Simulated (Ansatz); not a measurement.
```yaml
atoms:
  - { symbol: C, position_ang: [0.0301, -0.0802, 0.1643] }
  - { symbol: H, position_ang: [0.7093, 0.5654, 0.7283] }
  - { symbol: H, position_ang: [-0.6586, -0.7211, 0.5991] }
  - { symbol: H, position_ang: [-0.4875, 0.4806, -0.6520] }
  - { symbol: H, position_ang: [0.5960, -0.6037, -0.5813] }
```

Basis set: cc-pVDZ (spherical functions). Frozen core: 1 orbital. Charge 0, multiplicity 1.

Computed with Ansatz (development build ahead of 0.2.0); each method stands on the lowest determinant of its kind that the runs found. Restricted open shells among the atoms or ions are ROHF, correlated in semicanonical orbitals with singles.

The atomization energy at this shape (free ground-state atoms in the same class of orbitals less the molecule, no zero-point energy) of singlet CH4:

```tsv
method	atomization energy
RHF-MP2	16.58 eV
```

(1) What does RHF give?

## Answers

(1) 13.68 eV. Caution: the shape is not the minimum.
